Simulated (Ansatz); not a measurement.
Born–Oppenheimer molecular dynamics of Cl$_{2}$F$_{4}$W (7 atoms, charge 0, multiplicity 1). It starts from a relaxed structure.

Level of theory: RKS PBE0-D4/def2-SVP in Ansatz 0.2.0.

```yaml
ensemble: NVE (velocity Verlet)
time_step: 1 fs
steps_asked: 150
starting_velocities_drawn_for: 700 K
seed: 533545
```

Frames 5 fs apart, positions in Å, forces in eV/Å.

Velocities at 60 fs (Å/ps):

```
W -0.31 0.67 -0.40
Cl -1.12 -0.37 -0.20
F 3.03 -0.98 -2.38
F 2.12 4.34 5.26
F -4.45 -3.19 6.11
F -0.20 0.57 -2.23
Cl 2.48 -3.52 -1.36
```

```xyz
7
Properties=species:S:1:pos:R:3:forces:R:3 time_fs=60 energy_less_start_eV=0.269 T=285
W 0.001 -0.003 0.015 -0.15 -1.92 -1.20
Cl 0.023 -0.060 2.274 -0.04 -0.02 0.38
F 1.835 0.178 0.012 0.23 -0.45 -0.05
F -0.009 1.753 -0.023 -0.16 3.85 -0.03
F -1.842 0.131 -0.009 -0.01 -0.22 0.06
F -0.053 -1.821 -0.002 0.08 -1.17 -0.07
Cl 0.009 -0.052 -2.342 0.05 -0.07 0.91
7
Properties=species:S:1:pos:R:3:forces:R:3 time_fs=65 energy_less_start_eV=0.150 T=469
W -0.001 -0.001 0.012 -0.17 -0.48 -1.16
Cl 0.018 -0.061 2.275 0.03 -0.05 0.24
F 1.851 0.170 0.000 -0.39 -0.46 0.00
F 0.001 1.796 0.003 -0.19 1.87 -0.07
F -1.863 0.114 0.021 0.66 -0.15 -0.07
F -0.053 -1.825 -0.013 0.11 -0.78 0.00
Cl 0.021 -0.070 -2.345 -0.04 0.05 1.04
7
Properties=species:S:1:pos:R:3:forces:R:3 time_fs=70 energy_less_start_eV=0.116 T=520
W -0.003 0.001 0.008 -0.12 1.01 -0.92
Cl 0.012 -0.064 2.276 0.09 -0.07 0.04
F 1.861 0.157 -0.012 -0.85 -0.42 0.07
F 0.008 1.862 0.028 -0.21 -0.55 -0.14
F -1.876 0.095 0.051 1.07 -0.06 -0.21
F -0.052 -1.839 -0.024 0.14 -0.07 0.08
Cl 0.033 -0.087 -2.342 -0.12 0.15 1.08
7
Properties=species:S:1:pos:R:3:forces:R:3 time_fs=75 energy_less_start_eV=0.196 T=398
W -0.005 0.004 0.003 -0.02 1.66 -0.53
Cl 0.007 -0.067 2.279 0.16 -0.08 -0.13
F 1.861 0.138 -0.023 -0.94 -0.33 0.13
F 0.012 1.922 0.052 -0.21 -2.10 -0.25
F -1.876 0.075 0.078 1.06 0.03 -0.33
F -0.050 -1.853 -0.035 0.15 0.58 0.15
Cl 0.045 -0.103 -2.331 -0.19 0.24 0.96
7
Properties=species:S:1:pos:R:3:forces:R:3 time_fs=80 energy_less_start_eV=0.260 T=298
W -0.007 0.009 -0.004 0.11 1.66 -0.07
Cl 0.003 -0.070 2.280 0.21 -0.08 -0.21
F 1.850 0.115 -0.033 -0.62 -0.21 0.18
F 0.014 1.957 0.072 -0.20 -2.72 -0.35
F -1.862 0.056 0.101 0.62 0.11 -0.42
F -0.045 -1.861 -0.043 0.14 0.94 0.21
Cl 0.055 -0.118 -2.314 -0.26 0.32 0.66
7
Properties=species:S:1:pos:R:3:forces:R:3 time_fs=85 energy_less_start_eV=0.251 T=312
W -0.009 0.016 -0.010 0.24 1.31 0.40
Cl 0.001 -0.074 2.280 0.26 -0.09 -0.19
F 1.831 0.089 -0.040 0.05 -0.10 0.24
F 0.013 1.958 0.088 -0.19 -2.59 -0.43
F -1.841 0.038 0.119 -0.17 0.17 -0.46
F -0.039 -1.857 -0.049 0.12 0.92 0.25
Cl 0.063 -0.131 -2.292 -0.31 0.38 0.20
7
Properties=species:S:1:pos:R:3:forces:R:3 time_fs=90 energy_less_start_eV=0.206 T=382
W -0.010 0.025 -0.015 0.31 0.60 0.82
Cl 0.001 -0.078 2.278 0.30 -0.08 -0.09
F 1.813 0.062 -0.044 0.80 -0.01 0.28
F 0.010 1.926 0.098 -0.16 -1.69 -0.46
F -1.823 0.022 0.131 -0.98 0.20 -0.46
F -0.031 -1.842 -0.052 0.08 0.56 0.29
Cl 0.069 -0.141 -2.269 -0.35 0.42 -0.38
7
Properties=species:S:1:pos:R:3:forces:R:3 time_fs=95 energy_less_start_eV=0.201 T=389
W -0.011 0.034 -0.020 0.29 -0.69 1.16
Cl 0.002 -0.083 2.276 0.31 -0.07 0.03
F 1.804 0.035 -0.045 1.22 0.07 0.31
F 0.005 1.874 0.103 -0.11 0.09 -0.40
F -1.816 0.008 0.137 -1.37 0.19 -0.45
F -0.022 -1.819 -0.051 0.02 -0.04 0.31
Cl 0.073 -0.148 -2.249 -0.37 0.45 -0.96
7
Properties=species:S:1:pos:R:3:forces:R:3 time_fs=100 energy_less_start_eV=0.285 T=259
W -0.012 0.043 -0.023 0.20 -2.51 1.37
Cl 0.006 -0.088 2.274 0.29 -0.03 0.11
F 1.811 0.008 -0.042 1.02 0.16 0.30
F -0.002 1.824 0.102 -0.05 2.38 -0.25
F -1.826 -0.003 0.138 -1.07 0.19 -0.47
F -0.013 -1.798 -0.046 -0.03 -0.66 0.32
Cl 0.075 -0.152 -2.235 -0.36 0.47 -1.36
7
Properties=species:S:1:pos:R:3:forces:R:3 time_fs=105 energy_less_start_eV=0.355 T=152
W -0.013 0.049 -0.025 0.14 -3.60 1.49
Cl 0.011 -0.094 2.273 0.25 0.02 0.10
F 1.830 -0.016 -0.035 0.31 0.28 0.25
F -0.009 1.803 0.099 -0.01 3.63 -0.15
F -1.849 -0.011 0.132 -0.26 0.21 -0.51
F -0.005 -1.784 -0.037 -0.09 -1.01 0.29
Cl 0.073 -0.153 -2.231 -0.33 0.47 -1.46
7
Properties=species:S:1:pos:R:3:forces:R:3 time_fs=110 energy_less_start_eV=0.284 T=262
W -0.013 0.049 -0.024 0.13 -2.79 1.54
Cl 0.018 -0.100 2.273 0.19 0.09 0.01
F 1.853 -0.037 -0.025 -0.52 0.39 0.17
F -0.016 1.826 0.093 0.02 2.53 -0.19
F -1.875 -0.017 0.120 0.62 0.22 -0.51
F 0.003 -1.783 -0.025 -0.14 -0.90 0.22
Cl 0.070 -0.151 -2.236 -0.29 0.46 -1.24
7
Properties=species:S:1:pos:R:3:forces:R:3 time_fs=115 energy_less_start_eV=0.204 T=385
W -0.014 0.047 -0.021 0.16 -1.06 1.43
Cl 0.027 -0.104 2.272 0.11 0.17 -0.10
F 1.869 -0.052 -0.013 -1.10 0.46 0.08
F -0.023 1.879 0.085 0.04 0.23 -0.28
F -1.894 -0.020 0.102 1.22 0.22 -0.46
F 0.008 -1.792 -0.009 -0.19 -0.44 0.11
Cl 0.065 -0.146 -2.249 -0.25 0.43 -0.78
```

Of the whole run (150 fs, mean temperature of the second half 332 K): The conserved energy stayed within 0.16 meV per atom of its start (net change 0.1 meV per atom), so the integration is sound. Over the second half the temperature averaged 0.47 of the 700 K drawn at the start: a run that starts near a minimum puts about half its kinetic energy into the potential. A run of 0.15 ps of so small a system gives no equilibrium averages.

The run took 14 min on 2 threads of Arm Neoverse V1 (shared host), peak memory 0.34 GiB.
